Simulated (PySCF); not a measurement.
**Electron correlation in Ga+ (gallium, charge +1)**

[Ar] 3d10 4s2, closed-shell 1S. All numbers are calculated (PySCF 2.14, a scalar-relativistic core potential, in aug-cc-pVDZ-PP with ECP10MDF). Frozen: 3s2 3p6 3d10; 2 electrons correlated.

Total MP2 correlation energy: -23.31 mhartree.

Same-spin part 0.00 and opposite-spin part -23.31 mhartree; SCS-MP2 scales them by 1/3 and 6/5 to -27.97 mhartree.

With two correlated electrons CCSD is exact within the correlated space (frozen core and kept virtual orbitals).

```
level  correlation energy (mhartree)
 CCSD                         -35.42
```

Diagnostics: T1 = 0.0048, D1 = 0.0068, largest double amplitude 0.096.

Is a single reference adequate?

Mostly. T1 lies below 0.03, but a double amplitude of this size points to a near-degeneracy that CCSD handles and MP2 describes poorly.
